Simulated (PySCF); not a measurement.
Correlation energy of Zr⁺ (zirconium, charge +1)

[Kr] 4d2 5s1, high-spin 4F determinant. All numbers are calculated (PySCF 2.14, scalar relativity through the core potential, in cc-pVDZ-PP with ECP28MDF (4s4p3d1f, 38 functions)). Frozen: 4s2 4p6; 3 electrons correlated.

MP2 pair energies summed by pair of shells (mhartree):

```json
{"pair": "4d-5s", "energy": "-6.30", "share (%)": "72.0"}
{"pair": "4d-4d", "energy": "-2.45", "share (%)": "28.0"}
```

Total MP2 correlation energy: -8.75 mhartree.

Same-spin part -8.75 and opposite-spin part 0.00 mhartree; SCS-MP2 scales them by 1/3 and 6/5 to -2.92 mhartree.
